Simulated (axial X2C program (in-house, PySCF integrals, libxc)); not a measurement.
## Density and ELF of SbBr⁺

Computed with an in-house all-electron X2C program for linear molecules (integrals from PySCF). Two-component (2c) means X2C with spin–orbit coupling and atomic mean-field two-electron Coulomb and Gaunt terms. Basis: Sb dyall-cv3z [11s12p8d4f1g], Br dyall-cv3z [8s9p6d4f1g] (cores contracted in-house); Gaussian nuclei, density fitting, unrestricted open shells. Masses: Sb 120.904 u, Br 78.918 u.

PBE0, 2c, state Ω = 1/2 (⟨Sz⟩ = -0.49, ⟨Lz⟩ = 0.99 at PBE0); Sb at z = 0, Br at z = 2.388 Å.

The maps cover the half plane through the axis: z from -2.4 to 4.2 Å along the bond, ρ from 0.15 to 2.25 Å away from it.

log10 of the density in e/bohr³:

```
 ρ\z  -2.4  -1.8  -1.2  -0.6   0.0   0.6   1.2   1.8   2.4   3.0   3.6   4.2
0.15  -3.4  -2.3  -1.4  -0.1   1.8  -0.1  -1.0  -0.5   1.4  -0.5  -1.5  -2.6
0.45  -3.4  -2.4  -1.5  -0.5   0.4  -0.6  -1.1  -0.7   0.1  -0.7  -1.6  -2.7
0.75  -3.5  -2.6  -1.7  -1.0  -0.5  -1.1  -1.3  -1.0  -0.7  -1.0  -1.8  -2.9
1.05  -3.7  -2.8  -2.0  -1.4  -1.2  -1.5  -1.6  -1.3  -1.1  -1.4  -2.1  -3.1
1.35  -3.9  -3.0  -2.3  -1.8  -1.7  -1.8  -2.0  -1.8  -1.6  -1.9  -2.5  -3.4
1.65  -4.2  -3.3  -2.7  -2.2  -2.1  -2.2  -2.4  -2.2  -2.1  -2.4  -2.9  -3.7
1.95  -4.5  -3.7  -3.1  -2.7  -2.5  -2.7  -2.8  -2.7  -2.6  -2.8  -3.3  -4.0
2.25  -4.8  -4.0  -3.5  -3.1  -3.0  -3.1  -3.2  -3.2  -3.2  -3.3  -3.8  -4.4
```

Electron localisation function (collinear form, no current term, damped to 0 at low density):

```
 ρ\z  -2.4  -1.8  -1.2  -0.6   0.0   0.6   1.2   1.8   2.4   3.0   3.6   4.2
0.15  0.06  0.58  0.62  0.55  0.76  0.55  0.58  0.17  0.25  0.23  0.72  0.20
0.45  0.05  0.55  0.67  0.34  0.77  0.31  0.57  0.40  0.39  0.53  0.70  0.17
0.75  0.03  0.48  0.73  0.32  0.34  0.22  0.53  0.74  0.52  0.82  0.64  0.13
1.05  0.01  0.38  0.75  0.60  0.37  0.36  0.43  0.76  0.84  0.82  0.52  0.08
1.35  0.00  0.23  0.69  0.77  0.65  0.43  0.28  0.63  0.77  0.70  0.35  0.04
1.65  0.00  0.10  0.54  0.74  0.67  0.34  0.15  0.41  0.58  0.49  0.18  0.01
1.95  0.00  0.02  0.29  0.55  0.50  0.20  0.07  0.18  0.32  0.24  0.06  0.00
2.25  0.00  0.00  0.07  0.25  0.24  0.09  0.02  0.05  0.10  0.06  0.01  0.00
```

Axial spin density in 10⁻³ e/bohr³:

```
 ρ\z  -2.4  -1.8  -1.2  -0.6    0.0   0.6   1.2  1.8   2.4   3.0   3.6  4.2
0.15   0.0   0.2   1.1   0.5  -37.6   0.1   0.3  2.1  -7.9   1.8   0.7  0.1
0.45   0.0   0.1  -0.3  -2.6   -3.4  -3.4  -0.3  1.6  -1.1  -0.4   0.3  0.0
0.75   0.0  -0.1  -1.6  -8.6   -9.9  -8.5  -0.9  0.9  -3.5  -1.5   0.0  0.0
1.05   0.0  -0.2  -1.8  -8.6  -14.4  -7.9  -1.0  0.5  -1.6  -1.0  -0.1  0.0
1.35   0.0  -0.2  -1.4  -5.3   -8.6  -4.7  -0.7  0.2  -0.4  -0.4  -0.1  0.0
1.65   0.0  -0.1  -0.8  -2.6   -3.9  -2.2  -0.4  0.1  -0.1  -0.1   0.0  0.0
1.95   0.0  -0.1  -0.4  -1.1   -1.6  -0.9  -0.2  0.0   0.0   0.0   0.0  0.0
2.25   0.0   0.0  -0.2  -0.5   -0.6  -0.4  -0.1  0.0   0.0   0.0   0.0  0.0
```

One determinant describes the state; a PBE0 search over occupations chose it and may have missed a lower one. Density functionals use the spin component along the axis (collinear). Without a current term, density functionals place determinants with orbital angular momentum somewhat too high.
